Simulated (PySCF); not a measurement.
A homologous series of growing length: n-germane mercapto/mercapto. Isolated molecules, 0 K electronic values unless said otherwise. One relaxed conformer stands for each flexible species; it need not be the lowest. Strings in code marks are SMILES.

The S1–T1 gap (TDA) from two functionals at the same geometries (B3LYP-D3(BJ)/def2-SVP), both in PySCF: PBE-D3(BJ)/def2-TZVP and r2SCAN-D4/def2-TZVP. Excitations are Tamm–Dancoff values on a coarser integration grid. The basis has no diffuse functions, so Rydberg states are missing or too high.

```json
[
 {"species": "n = 1 (`[SH][GeH2][SH]` (H–S–Ge–S torsion -140°, S–Ge–S–H torsion -140°))", "PBE-D3(BJ)/def2-TZVP (eV)": "0.42", "r2SCAN-D4/def2-TZVP (eV)": "0.54"},
 {"species": "n = 2 (`[SH][GeH2][GeH2][SH]`)", "PBE-D3(BJ)/def2-TZVP (eV)": "0.54", "r2SCAN-D4/def2-TZVP (eV)": "0.66"},
 {"species": "n = 3 (`[SH][GeH2][GeH2][GeH2][SH]`)", "PBE-D3(BJ)/def2-TZVP (eV)": "0.46", "r2SCAN-D4/def2-TZVP (eV)": "0.57"},
 {"species": "n = 4 (`[SH][GeH2][GeH2][GeH2][GeH2][SH]`)", "PBE-D3(BJ)/def2-TZVP (eV)": "0.47", "r2SCAN-D4/def2-TZVP (eV)": "0.57"},
 {"species": "n = 6 (`[GeH2]([GeH2][GeH2][GeH2][GeH2][SH])[GeH2][SH]`)", "PBE-D3(BJ)/def2-TZVP (eV)": "0.37", "r2SCAN-D4/def2-TZVP (eV)": "0.47"}
]
```

Over these rows, drawn at random from the members with no instability flagged (it was tested for open shells, ions and some series alone), PBE minus r2SCAN-D4: mean -0.11 eV, from -0.12 eV to -0.10 eV.
